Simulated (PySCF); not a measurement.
C6H15N, charge +1, doublet, at a GFN2-xTB geometry (a state made from the parent by changing its charge; the spin is typed, not shown lowest). Base run: PySCF with CCSD/STO-3G.

Here is a job for PySCF.
```python
from pyscf import gto, scf, cc

mol = gto.Mole()
mol.atom = '''
    C     2.04556317    1.00876363    0.44206370
    C     1.25666026   -0.27551369    0.04893544
    C     1.98416459   -0.99468398   -1.07878530
    N    -0.04742303    0.09307016   -0.33773525
    C    -1.17943021    0.12394571    0.50107815
    C    -2.11900329    1.25931195    0.11849687
    C    -1.92988842   -1.23578133    0.38174365
    H     2.13631071    1.66895406   -0.41579863
    H     1.54117937    1.53137485    1.24983213
    H     3.03685908    0.71266942    0.77140643
    H     1.19414859   -0.89810292    0.95043517
    H     1.45109354   -1.90218642   -1.35463330
    H     2.98511931   -1.26499510   -0.75529302
    H     2.07520103   -0.36432368   -1.96086120
    H    -0.18360687    0.36033805   -1.30760346
    H    -0.84412842    0.21117012    1.54232328
    H    -2.47737358    1.15360825   -0.90331382
    H    -1.61172168    2.21742749    0.21067883
    H    -2.98192610    1.25872826    0.77803430
    H    -1.27352995   -2.05665077    0.65630191
    H    -2.78017939   -1.21641667    1.05660386
    H    -2.28388095   -1.37933977   -0.63516075
'''
mol.basis = 'sto-3g'
mol.charge = 1
mol.spin = 1
mol.verbose = 4
mol.build()

mf = scf.UHF(mol)
mf.kernel()

mycc = cc.CCSD(mf)
mycc.kernel()
print('E(CCSD) = %.10f' % mycc.e_tot)
mf.analyze()
```

The base run was repeated with changes; each row names its change, and settings that it needs were set with it.

| change | ΔE vs base (kcal/mol) | MP2 correlation (Eh) | CC correlation without the perturbative part (Eh) | basis functions | core-seconds (rough) |
|---|---|---|---|---|---|
| base | 0.000 | -0.35097 | -0.46463 | 50 | 9 |
| cc.conv_tol = 1e-9 | 0.000 | -0.35097 | -0.46463 | 50 | 10 |
| frozen = 6 | 1.56 | -0.34818 | -0.46214 | 50 | 7 |
| frozen = 7 | 1.78 | -0.34778 | -0.46179 | 50 | 6 |
| frozen = 8 | 17.50 | -0.32938 | -0.43674 | 50 | 5 |
| cc.iterative_damping = 0.8 | 0.000 | -0.35097 | -0.46463 | 50 | 9 |
| method = ccsd(t) | -2.35 | -0.35097 | -0.46463 | 50 | 20 |
| cc.level_shift = 0.2 | 0.000 | -0.35097 | -0.46463 | 50 | 9 |
| cart = on | 0.000 | -0.35097 | -0.46463 | 50 | 9 |
| method = cisd | 47.00 | - | - | 50 | 4 |

Open shells are given as the SCF converged; they aren't shown to be the lowest states, and a large step between rows can be another state.
